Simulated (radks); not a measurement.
The numbers below are computed, except where a source is named.
Isoelectronic series with 18 electrons, each ion in its NIST ground configuration. Code: a radial shooting solver on a logarithmic mesh with Libxc functionals. Model: non-relativistic Kohn-Sham, r2SCAN, spin-polarised, spherical densities, point nucleus; meta-GGA in the generalised Kohn-Sham scheme. Total energies (hartree) and screening constants sigma, defined by e = -(Z - sigma)^2 / (2 n^2) hartree:

\begin{tabular}{lrrrrr}
ion & configuration & E (hartree) & 3p & 3s & 2p \\ \hline
Ar & [Ar] & -527.51772 & 15.336 & 13.919 & 9.721 \\
K+ & [Ar] & -599.73128 & 14.895 & 13.698 & 9.769 \\
Ca2+ & [Ar] & -676.88079 & 14.620 & 13.525 & 9.798 \\
Sc3+ & [Ar] & -758.95295 & 14.423 & 13.387 & 9.817 \\
Ti4+ & [Ar] & -845.93944 & 14.273 & 13.275 & 9.829 \\
V5+ & [Ar] & -937.83463 & 14.154 & 13.180 & 9.836 \\
Cr6+ & [Ar] & -1034.63450 & 14.055 & 13.101 & 9.841 \\
Mn7+ & [Ar] & -1136.33610 & 13.972 & 13.032 & 9.844 \\
Fe8+ & [Ar] & -1242.93720 & 13.902 & 12.972 & 9.845 \\
Co9+ & [Ar] & -1354.43606 & 13.841 & 12.920 & 9.845 \\
Ni10+ & [Ar] & -1470.83132 & 13.788 & 12.873 & 9.845 \\
Cu11+ & [Ar] & -1592.12189 & 13.740 & 12.832 & 9.845 \\
Zn12+ & [Ar] & -1718.30689 & 13.698 & 12.794 & 9.844 \\
Ga13+ & [Ar] & -1849.38558 & 13.661 & 12.761 & 9.843 \\
\end{tabular}
